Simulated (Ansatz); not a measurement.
Calculated with Ansatz (gas phase, PBE0-D4/def2-TZVP geometries, no zero-point term in ΔE). CBS: MP2 limit from def2 TZ/QZ plus the TZ coupled-cluster correction, frozen cores. DFT in def2-TZVPP. B3LYP here is the variant with VWN-RPA as its local correlation; programs differ in this. def2 core potentials past Kr. For Sn outer-core shells are correlated without core-valence functions, which leaves a few kJ/mol of doubt a bond. One conformer a species, not always the lowest.

Reaction (ligand exchange at the Sn–O bond): `[SiH3][SiH2][O][SnH3]` + `OCF` → `FC[O][SnH3]` + `O[SiH2][SiH3]`

```json
{"level": "PBE-D4", "ΔE (kcal/mol)": "2.4", "difference from CCSD(T)/CBS": "-1.2"}
{"level": "r2SCAN-D4", "ΔE (kcal/mol)": "2.5", "difference from CCSD(T)/CBS": "-1.1"}
{"level": "PBE0-D4", "ΔE (kcal/mol)": "3.3", "difference from CCSD(T)/CBS": "-0.3"}
{"level": "B3LYP-D4", "ΔE (kcal/mol)": "3.3", "difference from CCSD(T)/CBS": "-0.3"}
{"level": "ωB97M-V", "ΔE (kcal/mol)": "2.9", "difference from CCSD(T)/CBS": "-0.7"}
{"level": "B2PLYP", "ΔE (kcal/mol)": "3.3", "difference from CCSD(T)/CBS": "-0.3"}
{"level": "PBE0", "ΔE (kcal/mol)": "3.0", "difference from CCSD(T)/CBS": "-0.6"}
{"level": "HF/def2-TZVPP", "ΔE (kcal/mol)": "5.0", "difference from CCSD(T)/CBS": "1.4"}
{"level": "MP2/def2-TZVPP", "ΔE (kcal/mol)": "3.7", "difference from CCSD(T)/CBS": "0.1"}
{"level": "CCSD/def2-TZVPP", "ΔE (kcal/mol)": "3.9", "difference from CCSD(T)/CBS": "0.3"}
{"level": "CCSD(T)/def2-TZVPP", "ΔE (kcal/mol)": "3.7", "difference from CCSD(T)/CBS": "0.1"}
{"level": "HF/def2-QZVPP", "ΔE (kcal/mol)": "5.2", "difference from CCSD(T)/CBS": "1.6"}
{"level": "MP2/def2-QZVPP", "ΔE (kcal/mol)": "3.7", "difference from CCSD(T)/CBS": "0.1"}
{"level": "SCS-MP2/def2-QZVPP", "ΔE (kcal/mol)": "3.9", "difference from CCSD(T)/CBS": "0.3"}
{"level": "HF/CBS(def2)", "ΔE (kcal/mol)": "5.2", "difference from CCSD(T)/CBS": "1.6"}
{"level": "MP2/CBS(def2)", "ΔE (kcal/mol)": "3.6", "difference from CCSD(T)/CBS": "0.0"}
{"level": "CCSD(T)/CBS", "ΔE (kcal/mol)": "3.6", "difference from CCSD(T)/CBS": "0"}
```

Largest T1 diagnostic among the species: 0.014.

From PBE to PBE0 (25 % exact exchange), in def2-TZVPP and without D4, ΔE moves by +0.9 kcal/mol. In def2-TZVPP, CCSD(T) changes the Hartree–Fock value by −1.3 kcal/mol (the triples alone add −0.2 kcal/mol) and MP2 by −1.4 kcal/mol.
